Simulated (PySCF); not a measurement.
Species: C6H6ClF.
Z-matrix (Å and degrees, PBE0-D3(BJ)/def2-SVP geometry), rows numbered from 1:
```
F 
C   1  1.3763
C   2  1.5063  1  111.37
Cl  3  1.7163  2  120.41  1    67.36
C   3  1.3410  2  112.91  1  -114.05
C   5  1.4842  3  110.51  2    -2.86
C   6  1.5110  5  114.78  3   -63.02
C   7  1.4951  6   60.29  5    93.76
H   2  1.1041  1  107.16  3   122.30
H   5  1.0908  3  124.90  2  -179.35
H   6  1.0929  5  120.23  3   143.39
H   7  1.0935  6  117.80  8   106.60
H   7  1.0944  6  117.38  8  -109.54
H   8  1.0920  2  116.33  1   -26.31
```

Linear response at B3LYP/def2-SVPD (PySCF, frozen core in the response, non-relativistic). Geometry: PBE0-D3(BJ)/def2-SVP; no solvent, vibrations or thermal averaging.

Static isotropic polarisability: 80.40 au (11.91 Å³), principal values 64.3, 76.2, 100.7 au.

Problem. What is the polarisability at 1064 nm and at the sodium D line?

Solution. 81.12 au at 1064 nm (+0.9 %), 82.88 au at 589.3 nm (+3.1 %). The rise at 589.3 nm is 3.41 times that at 1064 nm; a pure ω² law gives 3.26. The lowest singlet lies at 219 nm, shorter than both wavelengths.

Problem. What is the isotropic C6 coefficient between two such molecules, C6 = (3/π)∫α(iω)² dω?

Solution. 2718 au (Eh·bohr⁶) by a ten-point quadrature over imaginary frequencies, which is 1620 eV·Å⁶ or 157 J·nm⁶/mol.

Problem. Which effective excitation energy ω̄ makes London's formula C6 = (3/4)α²ω̄ exact here?

Solution. ω̄ = 4·C6/(3α²) = 0.561 Eh = 15.3 eV. A one-pole form α(ω) = α/(1 − ω²/ω̄²) fitted to the 1064 nm value gives 12.3 eV.

Problem. The lowest 6 singlets have (eV, f): 5.65, 0.164; 6.34, 0.002; 6.50, 0.009; 6.71, 0.016; 6.78, 0.024; 7.04, 0.032. What share of the static polarisability do they carry in the sum over states α = Σ f/ω²?

Solution. 5.09 au, 6.3 % of α; the largest term, 3.79 au, is that of the state at 5.65 eV. Their oscillator strengths add up to 0.25. Higher states carry the rest.

Problem. What does −C6/R⁶ come to at R = 12 Å between centres?

Solution. -52 J/mol. This is the leading, orientation-averaged term; C8 and higher terms are left out.

Problem. What three-body coefficient follows from the one-pole estimate C9 = (3/4)·α·C6?

Solution. 164000 au. This is an estimate from the two numbers above, not a computed integral.

Problem. How anisotropic is the static polarisability, by Δα² = ½[(α1 − α2)² + (α2 − α3)² + (α3 − α1)²]?

Solution. Δα = 32.1 au, or 0.40 of the isotropic value.

Problem. How many electrons N does the Slater–Kirkwood formula C6 = (3/4)·√N·α^(3/2) need to give this C6?

Solution. N = (4·C6/3)²/α³ = 25.3; the species has 68 electrons in all.

Problem. What n − 1 at the D line would an ideal gas of it have at 273.15 K and 1 atm (2.6868 × 10¹⁹ cm⁻³), by n − 1 = 2π·N·α′?

Solution. 20.73 × 10⁻⁴, a formal value whether or not that pressure can be reached.

Hardware: Arm Neoverse V1, one thread, no GPU, on a shared host. Cost: 40 s of wall time. This is the whole response run at B3LYP/def2-SVPD, SCF included.
